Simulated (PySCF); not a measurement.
Mapped SMILES: `[SiH3:1][SiH:2]([Cl:3])[Cl:4]`. Hydrogens are named by the atom that carries them.

Geometry: PBE0-D3(BJ)/def2-SVP; GIAO shifts from PySCF 2.14.0 with density-fitted response routines, gas phase, non-relativistic, averaged over equivalent atoms.

At PBE0/6-311+G(2d,p) (164 basis functions, 13 s wall time on 1 thread of an Arm Neoverse V1, shared host):
| atoms | δ (ppm) |
| --- | --- |
| Si2 | 24.0 |
| Si1 | -96.2 |
| Cl3/Cl4 | 77.9 |
| H(Si2) | 6.53 |
| H(Si1) | 3.95 |

Shifts are taken against calculated references (same method and geometry level): ²⁹Si (344.43 ppm), ¹H (31.51 ppm) vs TMS; ³⁵Cl (948.03 ppm) against HCl.

Problem. Predict the values at B3LYP/pcSseg-2 on the same geometry.

Solution. 
```tsv
atoms	δ at B3LYP/pcSseg-2	change
Si2	20.9	-3.1
Si1	-100.0	-3.8
Cl3/Cl4	62.9	-15.0
H(Si2)	6.16	-0.37
H(Si1)	3.61	-0.34
```

References, each an isolated molecule treated in the same way: TMS for ²⁹Si (σref 324.61), ¹H (σref 31.39); ³⁵Cl (σref 927.31) against HCl.

The largest change is at Cl3/Cl4 (chlorine bonded to Si). Cost: 228 basis functions, 18 s wall time on 1 thread of an Arm Neoverse V2, shared host.
